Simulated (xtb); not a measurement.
AlF$_{4}$, charge -1, singlet, geometry from GFN2-xTB (such geometries of metal compounds can be far from the true shape); GFN-FF in xtb.

The xtb input:
```
$ xtb mol.xyz --gfnff --chrg -1 --json

# file mol.xyz
5

Al    -0.00000000     0.00000000    -0.00000000
F      1.58679882    -0.29963334    -0.47610446
F      0.00001338     0.79617763     1.48340395
F     -0.75975736     0.96255905    -1.15353150
F     -0.82705485    -1.45910335     0.14623202
```

Question: Write the output that xtb gives for this input, abridged.

Answer: 
```
   ID    Z sym.   atoms
    1   13 Al     1
    2    9 F      2-5

           -------------------------------------------------
          |                Calculation Setup                |
           -------------------------------------------------

          ==================== Thresholds ====================
          CN  :   150.00000
          rep :   500.00000
          disp:  2500.00000
          HB1 :   250.00000
          HB2 :   450.00000

          Pauling EN used:
          Z : 9  EN :  3.98
          Z :13  EN :  1.61
          electric field strengths (au): 0.000

           -------------------------------------------------
          |           Force Field Initialization            |
           -------------------------------------------------

          distances ...
          ----------------------------------------
          generating topology and atomic info file ...
          pair mat ...
          computing topology distances matrix with Floyd-Warshall algo ...
          making topology EEQ charges ...
          #fragments for EEQ constrain: 1
          ----------------------------------------
          generating topology and atomic info file ...
          pair mat ...
          computing topology distances matrix with Floyd-Warshall algo ...
          making topology EEQ charges ...
          #fragments for EEQ constrain: 1
          rings ...
          # BATM   0
          # H in HB   0

  atom   neighbors  erfCN metchar sp-hybrid imet pi  qest     coordinates
    1  Al      4    3.50   0.00         3    1    0   0.516   -0.000000    0.000000   -0.000000
    2  F       1    0.98   0.00         0    0    0  -0.379    2.998615   -0.566225   -0.899707
    3  F       1    0.98   0.00         0    0    0  -0.379    0.000025    1.504558    2.803227
    4  F       1    0.98   0.00         0    0    0  -0.379   -1.435733    1.818973   -2.179859
    5  F       1    0.98   0.00         0    0    0  -0.379   -1.562907   -2.757306    0.276338

          #atoms :   5
          #bonds :   4
          #angl  :   6
          #tors  :   0
          #nmol  :   1
          #optfrag :   1
           -------------------------------------------------
          |                   G F N - F F                   |
          |          A general generic force-field          |
          |                  Version 1.0.3                  |
           -------------------------------------------------
          Number of HB bonds (bound hydrogen)     0
          Number of HB bonds (unbound hydrogen)   0
          Number of XB bonds                      0

         :::::::::::::::::::::::::::::::::::::::::::::::::::::
         ::                     SUMMARY                     ::
         :::::::::::::::::::::::::::::::::::::::::::::::::::::
         :: total energy              -1.578993573555 Eh    ::
         :: gradient norm              0.014123029590 Eh/a0 ::
         ::.................................................::
         :: bond energy               -0.302102408813 Eh    ::
         :: angle energy               0.000000007970 Eh    ::
         :: torsion energy             0.000000000000 Eh    ::
         :: repulsion energy           0.029764833693 Eh    ::
         :: electrostat energy        -1.305439967837 Eh    ::
         :: dispersion energy         -0.001216038567 Eh    ::
         :: HB energy                  0.000000000000 Eh    ::
         :: XB energy                  0.000000000000 Eh    ::
         :: bonded atm energy          0.000000000000 Eh    ::
         :: external energy            0.000000000000 Eh    ::
         :: add. restraining           0.000000000000 Eh    ::
         :: total charge              -1.000000000000 e     ::
         :::::::::::::::::::::::::::::::::::::::::::::::::::::

           -------------------------------------------------
          |                Property Printout                |
           -------------------------------------------------

molecular dipole:
                 x           y           z       tot (Debye)
 q only:        0.000       0.000      -0.000       0.000

           -------------------------------------------------
          | TOTAL ENERGY               -1.578993573555 Eh   |
          | GRADIENT NORM               0.014123029590 Eh/α |
           -------------------------------------------------
########################################################################
[WARNING] Runtime exception occurred
-1- gfnff_setup: Could not read topology file.
########################################################################

normal termination of xtb
```
